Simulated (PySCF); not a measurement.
How methods differ on the ionisation energy of Re⁷³⁺

Re⁷³⁺ 1s2 (1S) → Re⁷⁴⁺ 1s1 (2S), as a difference of total energies. Calculation: PySCF 2.14, in an even-tempered Gaussian basis (16 s from 220 bohr⁻², ratio 2.2; 7 p from 330 bohr⁻², ratio 2.4; 4 d from 1000 bohr⁻², ratio 2.4; 3 f from 1500 bohr⁻², ratio 2.4; 3 g from 2300 bohr⁻², ratio 2.4); the spin-free X2C one-electron Hamiltonian (Gaussian nucleus). Correlated levels: nothing frozen; virtual orbitals above 40 to 60 times the deepest correlated orbital energy dropped. The calculations carry no spin-orbit coupling.

```csv
method,ionisation energy (eV),difference from reference (eV)
UHF,81762.6,+206.0
LDA,81670.5,+113.9
PBE,81768.6,+212.0
PBE0,81767.3,+210.7
r2SCAN,81773.7,+217.1
B97-3,81772.9,+216.3
r2SCAN0,81771.2,+214.6
MP2 (all electrons),81764.6,+208.0
SCS-MP2 (all electrons),81765.0,+208.4
```

Reference: 81556.58 ± 0.2 eV (theoretical estimate listed by NIST; NIST Atomic Spectra Database, ionization energies).

For this ion Breit and QED terms and the two-electron picture change, all absent here, outweigh the differences among the correlated methods.
